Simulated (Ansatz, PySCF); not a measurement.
BrClHInO, SMILES [OH][In]([Cl])[Br]. Atoms are numbered in the order given.

```xyz
5

In     0.2978     0.4314     0.0000
Cl    -1.3026     2.1557     0.0000
Br    -0.4132    -1.9349     0.0000
O      2.2389     0.8829     0.0000
H      2.3704     1.8434     0.0000
```
Charge 0, spin multiplicity 1.

The structure is a stationary point at B3LYP-D3(BJ)/def2-SVP. The structure was generated by enumeration; whether it is a known compound was not checked. The def2 effective core potentials stand for the cores of In; spin–orbit coupling is left out. One conformer was computed; it need not be the lowest.

Two levels are set side by side: PBE-D3(BJ)/def2-SVP (Ansatz, an electronic-structure program) and B3LYP-D3(BJ)/def2-SVP (Ansatz). Each level has its own optimised geometry; the coordinates shown are those of the second. Frequencies come from the Hessian of PySCF at each geometry. Differences are taken from unrounded values.

| quantity | B3LYP-D3(BJ) | PBE-D3(BJ) | PBE-D3(BJ) minus B3LYP-D3(BJ) |
|---|---|---|---|
| mean bond length (Å) | 1.946 | 1.955 | 0.009 |
| bond In1–Cl2 (Å) | 2.353 | 2.359 | 0.006 |
| bond In1–Br3 (Å) | 2.471 | 2.475 | 0.004 |
| bond In1–O4 (Å) | 1.993 | 2.009 | 0.016 |
| bond O4–H5 (Å) | 0.969 | 0.979 | 0.010 |
| highest harmonic wavenumber (cm⁻¹) | 3804 | 3685 | -119 |
| mean harmonic wavenumber (cm⁻¹) | 717 | 698 | -18 |
| zero-point energy (kcal/mol) | 9.22 | 8.98 | -0.24 |

GGA bonds tend to be longer and softer than those of functionals with exact exchange. Differences between two approximate levels are no errors against the true value.
